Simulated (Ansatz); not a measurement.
One change: `[GeH3][CH2]CBr` becomes `C#CC[CH2][GeH3]`.

Ansatz, PBE0-D4/def2-TZVP geometries, multiplicity 1. Each molecule was computed in one conformer, which needn't be the lowest.

Scalar relativity is left out up to krypton. Spin–orbit coupling is left out; it splits and shifts lone-pair levels of the heavy atoms by tenths of an eV.

| property | `[GeH3][CH2]CBr` |
| --- | --- |
| LUMO energy (ωB97M-V/def2-TZVPP) / eV | 1.70 |
| HOMO–LUMO gap (PBE/def2-TZVPP) / eV | 5.39 |
| HOMO energy (B3LYP/def2-TZVPP) / eV | -7.57 |
| HOMO energy (PBE0/def2-TZVPP) / eV | -7.83 |
| size of the dipole moment (PBE/def2-TZVPP) / D | 1.68 |
| LUMO energy (B3LYP/def2-TZVPP) / eV | -0.47 |

What does the change do to each property? (Best estimate.)

The calculation gave: 
| property | `C#CC[CH2][GeH3]` | shift |
| --- | --- | --- |
| LUMO energy (ωB97M-V/def2-TZVPP) / eV | 2.13 | 0.43 |
| HOMO–LUMO gap (PBE/def2-TZVPP) / eV | 6.20 | 0.81 |
| HOMO energy (B3LYP/def2-TZVPP) / eV | -7.50 | 0.07 |
| HOMO energy (PBE0/def2-TZVPP) / eV | -7.73 | 0.10 |
| size of the dipole moment (PBE/def2-TZVPP) / D | 0.19 | -1.49 |
| LUMO energy (B3LYP/def2-TZVPP) / eV | 0.25 | 0.72 |

With PBE0 the HOMO rises by 0.10 eV and the LUMO rises by 0.72 eV, so the gap widens by about 0.62 eV. PBE moves the HOMO by 0.03 eV and ωB97M-V by 0.07 eV. Dipoles are sizes alone; their direction can turn.

B3LYP here is the variant with VWN-RPA as its local correlation; programs differ in this.
